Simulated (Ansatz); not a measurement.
Na₂Cl₃ (the lowest doublet isomer of a short search). Total charge 0; doublet. Geometry PBE-D4/def2-SVP, basis def2-TZVP, Ansatz.

```xyz
5

Na   -1.328   -0.868    0.151
Na    1.541    0.295   -0.280
Cl   -0.216    1.127    1.630
Cl    0.776   -2.100   -0.507
Cl   -0.773    1.545   -0.993
```

| run | HOMO (eV) | LUMO (eV) |
| --- | --- | --- |
| A | -6.03 | -5.62 |
| B | -5.96 | -5.53 |
| C | -6.33 | -5.53 |
| D | -7.58 | -4.64 |
| E | -7.37 | -4.74 |
| F | -10.57 | -0.90 |

In the doublet, Cl3 and Cl5 lie 2.71 Å apart (atoms count from 1), so these atoms are partly bonded to each other. The structure comes from a short search, and lower isomers may exist.

HOMO and LUMO are taken over both spins.

Problem. The runs used HF, PBE, PBE0, r2SCAN, r2SCAN0, revPBE. Estimate which is which.

Solution. A PBE (0 % exact exchange); B revPBE (0 % exact exchange); C r2SCAN (0 % exact exchange); D r2SCAN0 (25 % exact exchange); E PBE0 (25 % exact exchange); F HF (100 % exact exchange). Exact exchange lowers occupied and raises empty levels; among semilocal functionals meta-GGAs tend to open the gap a little, and such runs are hard to tell apart. The gap grows from 0.41 eV (PBE) to 9.67 eV (HF).
